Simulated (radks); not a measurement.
Question: The mean radii <r> (bohr) of the occupied orbitals of an atom or ion are listed with their occupations. All-electron calculation, non-relativistic Kohn-Sham, r2SCAN, spin-polarised, spherical densities, point nucleus; meta-GGA in the generalised Kohn-Sham scheme. Program: a radial shooting solver on a logarithmic mesh with Libxc functionals.

orbital  occ.      <r>
1s down     1  0.06420
1s up       1  0.06420
2s up       1   0.2956
2s down     1   0.2949
2p up       3   0.2611
2p down     3   0.2603
3s up       1   0.9121
3s down     1   0.9155
3p up       3   0.9724
3p down     3   0.9766
3d up       5    1.357

Name the element and its charge. Open shells, if any, are filled with parallel spins first.

Answer: Z = 24, chromium, charge +1: Cr+ in [Ar] 3d5. The 1s radius gives Z: for a bare nucleus <r> = 1.5/Z, 0.0625 bohr for Z = 24, and screening makes it slightly larger (0.06420 here). The occupations add up to 23, and the charge is Z minus that.
